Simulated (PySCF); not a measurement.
GeH5O4, SMILES [OH][Ge]([OH])([OH])[OH2+], charge +1.

Geometry optimised at B3LYP-D3(BJ)/def2-SVP. The isomer is the one that the SMILES or the coordinates give; other isomers of the formula were not compared. The values are those of a single conformer.

Computed with PySCF with TDDFT-PBE/def2-SVPD.

Vertical excitations. The molecule is in vacuum.

Q: Give excitation energies, oscillator strengths and character. (An estimate is asked for; the answer gives what the named calculation found.)

A: 
```tsv
state	energy (eV)	λ (nm)	f	main pairs
S1	5.95	208	0.005	HOMO→LUMO 98 %
S2	6.22	199	0.022	HOMO−1→LUMO 97 %
S3	6.46	192	0.051	HOMO−2→LUMO 98 %
S4	7.17	173	0.033	HOMO−3→LUMO 85 %
S5	7.26	171	0.026	HOMO−4→LUMO 72 %, HOMO→LUMO+1 21 %
S6	7.63	163	0.035	HOMO→LUMO+1 46 %, HOMO−1→LUMO+1 18 %, HOMO−2→LUMO+1 16 %, HOMO−4→LUMO 14 %
S7	7.78	159	0.029	HOMO−1→LUMO+1 59 %, HOMO→LUMO+1 16 %
S8	7.99	155	0.025	HOMO−2→LUMO+1 55 %, HOMO−5→LUMO 28 %
S9	8.00	155	0.051	HOMO−5→LUMO 65 %, HOMO−2→LUMO+1 19 %
S10	8.41	147	0.013	HOMO−6→LUMO 95 %
T1	5.60	221	0	HOMO→LUMO 99 %
T2	5.80	214	0	HOMO−1→LUMO 99 %
T3	6.00	207	0	HOMO−2→LUMO 99 %
T4	6.65	187	0	HOMO−3→LUMO 98 %
```
Triplets are in the Tamm–Dancoff approximation, which puts them higher than full response would, so one can lie above its singlet here.
